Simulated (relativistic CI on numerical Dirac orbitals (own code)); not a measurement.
# Slater and spin-orbit integrals, Pd18+

Computed by Dirac-Coulomb-Breit CI, KLI orbitals optimised for each configuration, QED by a radiative potential, unscaled Slater integrals (own radial code, finite nucleus).

Slater integrals F^k, G^k are unscaled and averaged over j, outside the closed core [Ne] 3s2; ζ comes from projecting the Hamiltonian with its Breit term on Σ l·s of the shell.

- 3p⁶3d⁹4s: ζ(3d) = 18015, G^2(3d,4s) = 28878 cm⁻¹; <r>(3d) = 0.3426, <r^2>(3d) = 0.1385, <r>(4s) = 0.7977, <r^2>(4s) = 0.7137 (bohr units).
- 3p⁶3d⁹4p: ζ(3d) = 18027, F^2(3d,4p) = 84128, G^1(3d,4p) = 27797, G^3(3d,4p) = 27682, ζ(4p) = 40151 cm⁻¹; <r>(3d) = 0.3426, <r^2>(3d) = 0.1385, <r>(4p) = 0.8247, <r^2>(4p) = 0.767 (bohr units).
- 3p⁶3d⁹4d: ζ(3d) = 18019, F^2(3d,4d) = 81862, F^4(3d,4d) = 40375, G^0(3d,4d) = 27488, G^2(3d,4d) = 33562, G^4(3d,4d) = 26060, ζ(4d) = 4387.8 cm⁻¹; <r>(3d) = 0.3426, <r^2>(3d) = 0.1386, <r>(4d) = 0.8576, <r^2>(4d) = 0.8388 (bohr units).

Averages of the first 10 configurations, taken without configuration mixing, which lowers the lowest level and can move excited configurations by several eV; other configurations of the list can lie among them:

```csv
Configuration,Parity,States,Average energy above the lowest level (eV)
3p⁶3d¹⁰,even,1,0.1
3p⁶3d⁹4s,even,20,320.3
3p⁶3d⁹4p,odd,60,362.9
3p⁶3d⁹4d,even,100,427.3
3p⁶3d⁸4s²,even,45,660.1
3p⁶3d⁹4f,odd,140,490.7
3p⁵3d¹⁰4s,odd,12,524.4
3p⁶3d⁸4s4p,odd,540,699.6
3p⁶3d⁹5s,even,20,531.0
3p⁶3d⁸4p²,even,675,744.7
```
